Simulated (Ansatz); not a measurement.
A structure relaxed at PBE0-D4/def2-TZVP, charge 0, multiplicity 1:

```
atom    x (Å)    y (Å)    z (Å)
  F1  -0.7495   2.1514   0.2475
  C2  -0.3424   0.9021   0.1527
  C3  -0.4271  -0.2205   0.8505
  F4  -0.9598  -0.6374   1.9810
 Si5   0.5226  -0.4629  -0.6813
  H6  -0.0468  -1.1556  -1.8648
  H7   2.0030  -0.5772  -0.6856
```

Problem. Give its formula and SMILES.

Solution. C2H2F2Si, `FC1=C(F)[SiH2]1`.

Problem. Point group (tolerance 0.08 Å, 0.16 Å for H)?

Solution. C2v.

Problem. Summarise the bond lengths by kind.

Solution. 2 × C–F 1.317 Å; 1 × C–C 1.324 Å; 2 × C–Si 1.818 Å; 2 × H–Si 1.485 Å.

All numbers were calculated with Ansatz.
